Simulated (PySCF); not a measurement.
**Unknown compound**

An unknown has the formula C3H3F3O2. Its calculated NMR data are:

1H NMR (500 MHz, computed): δ 6.28 (br s, 1H), 3.01 (m, 2H).

13C{1H} NMR (computed): δ 171.7 (C), 134.9 (C), 43.4 (CH2).

- structure optimised with PBE0-D3(BJ)/def2-TZVP
- σ from GIAO-B97-2/pcSseg-2
- code: PySCF
- rapidly exchanging positions averaged, isolated molecule, non-relativistic, single conformer

Chemical shifts δ = σref − σ; 1H, 13C vs TMS, all at this level.

Deduce the structure.

## Answers


- Rings plus π bonds: 1 (no ring in the answer).
- 3 carbon signals for 3 carbons: no two carbons are equivalent.
- Carbon types of the structure: 2 × C, 1 × CH2, leaving 1 H on heteroatoms.
- δC 171.7: carboxylic acid carbon; lone-pair donation from the attached heteroatom keeps it upfield of a ketone carbonyl.
- δC 134.9: CF3 carbon; 3 electronegative neighbours deshield it.
- δC 43.4: sp3 CH2 α to a carbonyl; α to the electron-withdrawing carbonyl group.
- δH 6.28: hydrogen on an acid hydroxyl oxygen; exchangeable, gas-phase position.
- δH 3.01: hydrogen on an sp3 CH2 α to a carbonyl; α to C=O.

Structure: SMILES O=C(O)CC(F)(F)F.

The shifts were computed for this structure.

Exchangeable OH/NH protons stand at their gas-phase positions; hydrogen bonding in a real sample shifts them, mostly to higher δ. Splittings by 19F in the carbon and heteronuclear signals aren't shown, as no couplings were computed. Shifts are as computed. Against solution values, carbons near 30 ppm lie about +3 ppm off and those near 130 ppm about +7 ppm. Of 1211 compounds with measured shifts, 218 miss one by over three times the rms of a fit or turn the order of signals round; such compounds aren't used in these exercises. Hydrogen bonding in solution deshields acid and N–H amide carbonyl carbons by as much as 10 ppm beyond these values.
